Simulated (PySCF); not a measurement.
# The halides of boron, BF₂ to BBr₂

Level: PBE0 in the def2-TZVP basis family, all electrons, no relativity, computed in PySCF with density fitting; open shells unrestricted.

Each entry is the lowest minimum that a search over a few typed start shapes (and spin states, where more than one is plausible) found, or that minimum re-optimised at the stated level; isomers with ligand–ligand bonds, or fragments after loss of a ligand pair, can lie lower.

```json
{"molecule": "BF₂", "2S+1": "2", "point group": "C2v", "mean bond to B (Å)": "1.306", "polar-tensor charge of B": "0.95", "lowest ω (cm⁻¹)": "521", "dipole (D)": "0.27"}
{"molecule": "BCl₂", "2S+1": "?", "point group": "?", "mean bond to B (Å)": "?", "polar-tensor charge of B": "?", "lowest ω (cm⁻¹)": "?", "dipole (D)": "?"}
{"molecule": "BBr₂", "2S+1": "2", "point group": "C2v", "mean bond to B (Å)": "1.878", "polar-tensor charge of B": "0.69", "lowest ω (cm⁻¹)": "176", "dipole (D)": "0.42"}
```

(1) Fill in the row of BCl₂.

Results:

(1) 2S+1: 2; point group: C2v; mean bond to B (Å): 1.720; polar-tensor charge of B: 0.75; lowest ω (cm⁻¹): 284; dipole (D): 0.31.

The bond lengthens at every step; the largest change, 0.414 Å, falls between BF₂ and BCl₂ among the members listed.

Left out of the table are members whose search was unfinished or whose lowest solution was spin-contaminated, unstable, very soft or bonded differently.
